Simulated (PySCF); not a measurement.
Mg(Br)(iPr) (C3H7BrMg), SMILES C[CH](C)[Mg][Br]. Heavy atoms are numbered as in [Mg:1]([Br:2])[CH:3]([CH3:4])[CH3:5]. Hydrogens are named by the atom that carries them.

The structure is a stationary point at B3LYP-D3(BJ)/def2-SVP. Other conformers were not sampled.

Level of theory: PBE0/def2-TZVP (PySCF).

ESP charges are fitted to the potential on shells at 1.4 to 2.0 van der Waals radii. Atomic charges (e), one atom of each kind:

```
atom      Mulliken    IAO  ESP fit
--------  --------  -----  -------
Mg1           0.70   1.39     0.55
Br2          -0.47  -0.80    -0.41
C3 (CH)      -0.34  -0.63     0.32
C4 (CH3)     -0.37  -0.42    -0.43
H on C3       0.13   0.12    -0.10
H on C4       0.11   0.13     0.10
```
